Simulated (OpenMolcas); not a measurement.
A calculation on Sn+.

```json
{"Program": "OpenMolcas 26.06", "Method": "CASSCF", "Basis": "ANO-RCC-VQZP [8s7p5d3f2g]", "Scalar Hamiltonian": "DKH2, point nucleus", "Active space": "3 electrons in 8 orbitals (5s 5p 6s 6p)", "State averaging": "2S+1 = 4 odd, 1 root; 2S+1 = 2 odd, 3 roots; 2S+1 = 4 even, 3 roots; 2S+1 = 2 even, 6 roots", "Spin-orbit coupling": "state interaction with AMFI integrals over the reference wave functions, term energies averaged over their components"}
```

(1) Which level of the active space comes out lowest?

(2) How high does 5s 5p2 4P 3/2 lie?

(3) How high does 5s2 5p 2P* 3/2 lie?

(4) How high does 5s 5p2 4P 5/2 lie?

Measured values: NIST Handbook of Basic Atomic Spectroscopic Data.

Answers

(1) 5s2 5p 2P* 1/2, with 100 % of that term; it is also the measured ground level.

(2) 40842 cm-1 above the lowest level; measured 48368 cm-1 above the ground level, so the calculation is off by -16 %.

(3) 3477 cm-1 above the lowest level; measured 4251 cm-1 above the ground level, so the calculation is off by -18 %.

(4) 42927 cm-1 above the lowest level; measured 50730 cm-1 above the ground level, so the calculation is off by -15 %.

The run also gave levels led by 5s2 6s, which use shells meant for correlation; these and all levels above them are left out. Terms of s pⁿ other than that of highest spin mix with s² pⁿ⁻² d, which this space lacks; all of them can be thousands of cm-1 off, and some have no real level of that name. Computed and measured levels are paired by configuration, term and J; levels that our copy of the source lacks, or whose pairing is in doubt (as where it misses far off the trend of its configuration), stay unpaired and out of the deviations. Levels of configurations outside the active space are missing.

* marks odd parity.
